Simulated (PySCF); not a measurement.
Compound: C₉H₁₆O.
Atom-mapped SMILES: `[CH3:1][O:2][C@@H:3]1[CH2:4][CH2:5][C@H:6]2[CH2:7][CH2:8][C@@H:9]1[CH2:10]2` (hydrogens: H11, H12, H13 on C1; H14 on C3; H15, H16 on C4; H17, H18 on C5; H19 on C6; H20, H21 on C7; H22, H23 on C8; H24 on C9; H25, H26 on C10)

Level of theory: PySCF 2.14.0, PBE0-D3(BJ)/def2-SVP geometry optimisation, gas phase.

**Question.** What internal coordinates does the optimisation give?

**Answer.** 
| bond | length (Å) |
| --- | --- |
| C1–O2 | 1.392 |
| O2–C3 | 1.410 |
| C3–C4 | 1.525 |
| C4–C5 | 1.528 |
| C5–C6 | 1.532 |
| C6–C7 | 1.540 |
| C7–C8 | 1.550 |
| C8–C9 | 1.539 |
| C9–C10 | 1.529 |
| C3–C9 | 1.539 |
| C6–C10 | 1.531 |
| C1–H11, C1–H12 | 1.103 |
| C1–H13 | 1.109 |
| C3–H14 | 1.111 |
| C4–H15 | 1.101 |
| C4–H16 | 1.101 |
| C5–H17 | 1.103 |
| C5–H18 | 1.102 |
| C6–H19 | 1.101 |
| C7–H20 | 1.101 |
| C7–H21 | 1.101 |
| C8–H22 | 1.102 |
| C8–H23 | 1.100 |
| C9–H24 | 1.101 |
| C10–H25 | 1.103 |
| C10–H26 | 1.100 |

Bonds in one row agree within 0.01 Å and their mean is given. A selection of angles:
| angle | degrees |
| --- | --- |
| O2–C1–H11 | 113.1 |
| O2–C1–H12 | 107.7 |
| O2–C1–H13 | 111.8 |
| H11–C1–H12 | 108.0 |
| C1–O2–C3 | 115.4 |
| O2–C3–C4 | 106.9 |
| O2–C3–C9 | 112.3 |
| O2–C3–H14 | 108.8 |
| C4–C3–C9 | 111.0 |
| C4–C3–H14 | 109.2 |
| C9–C3–H14 | 108.5 |
| C3–C4–C5 | 112.5 |
| C3–C4–H15 | 108.2 |
| C3–C4–H16 | 108.5 |
| C5–C4–H15 | 111.0 |
| C5–C4–H16 | 109.9 |
| H15–C4–H16 | 106.5 |
| C4–C5–C6 | 111.4 |
| C4–C5–H17 | 109.7 |
| C4–C5–H18 | 109.6 |
| C6–C5–H17 | 110.3 |
| C6–C5–H18 | 108.9 |
| H17–C5–H18 | 106.8 |
| C5–C6–C7 | 111.7 |
| C5–C6–C10 | 108.8 |
| C5–C6–H19 | 109.6 |
| C7–C6–C10 | 102.2 |
| C7–C6–H19 | 111.8 |
| C10–C6–H19 | 112.5 |
| C6–C7–C8 | 105.2 |
| C6–C7–H20 | 110.1 |
| C6–C7–H21 | 111.9 |
| C8–C7–H20 | 110.4 |
| C8–C7–H21 | 112.7 |
| H20–C7–H21 | 106.5 |
| C7–C8–C9 | 105.2 |
| C7–C8–H22 | 112.9 |
| C7–C8–H23 | 110.7 |
| C9–C8–H22 | 112.0 |
| C9–C8–H23 | 109.8 |
| H22–C8–H23 | 106.3 |
| C8–C9–C10 | 102.7 |
| C8–C9–H24 | 111.4 |
| C10–C9–H24 | 113.0 |

Dihedral angles: C1–O2–C3–C4 -170° (antiperiplanar); O2–C3–C4–C5 -77° (synclinal); C3–C4–C5–C6 -46° (synclinal); C4–C5–C6–C7 -51° (synclinal); C5–C6–C7–C8 87° (synclinal); C6–C7–C8–C9 1° (synperiplanar); C7–C8–C9–C10 28° (synperiplanar); C8–C9–C10–C6 -46° (synclinal); O2–C3–C9–C8 171° (antiperiplanar); C5–C6–C10–C9 -71° (synclinal).

Of the pairs four or more bonds apart, O2···H26 is among the closest relative to their van der Waals radii: 2.52 Å, 93 % of the sum of Bondi's values. O2 (ether oxygen) is bent (angle 115.4°). The 5-membered ring C6–C7–C8–C9–C10 has internal angles of 100.8° to 105.2°; it is puckered, 0.21 Å rms from its mean plane, widest ring torsion 47°. The 6-membered ring C3–C4–C5–C6–C10–C9 has internal angles of 100.8° to 112.5°; it is puckered, 0.27 Å rms from its mean plane, widest ring torsion 72°. The 9 C–C bonds span 1.525 Å (C3–C4, drawn single) to 1.550 Å (C7–C8, drawn single), a spread of 0.025 Å.

Point group: C1 (no symmetry element, even within 0.4 Å). No PBE0-D3(BJ)/def2-SVP frequencies stand behind this structure, so it isn't proved a minimum. One conformer, not necessarily the lowest.

The run took 2.2 min wall on one thread of an x86-64 server, no GPU, shared host. These figures are those of the optimisation.
